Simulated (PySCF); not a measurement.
**Working out the ionisation energy of Cl⁺**

Cl⁺ [Ne] 3s2 3p4 (3P) → Cl²⁺ [Ne] 3s2 3p3 (4S). Calculation: PySCF 2.14, in aug-cc-pVDZ-DK; scalar relativity by spin-free X2C-1e. Frozen: [Ne]. Energies in hartree (1 hartree = 27.21139 eV):

```
            part  Cl⁺ (lower)  Cl²⁺ (upper)
             UHF  -460.446024   -459.618788
CCSD correlation    -0.110478     -0.090526
             (T)    -0.001510     -0.000935
```

Question: What does Hartree-Fock give?

Answer: (-459.618788) − (-460.446024) = 0.827236 hartree = 22.510 eV.

Question: What do CCSD and CCSD(T) give?

Answer: The CCSD correlation energies differ by 0.019952 hartree = 0.543 eV and the triples by 0.000575 hartree = 0.016 eV, so CCSD gives 23.053 eV and CCSD(T) 23.069 eV.

Measured between the centres of the two terms (NIST): 23.771 eV, so CCSD(T) (valence) is off by -0.702 eV.

A double-zeta basis recovers only part of the correlation energy.

What remains against the reference includes basis incompleteness, the frozen core and higher excitations.
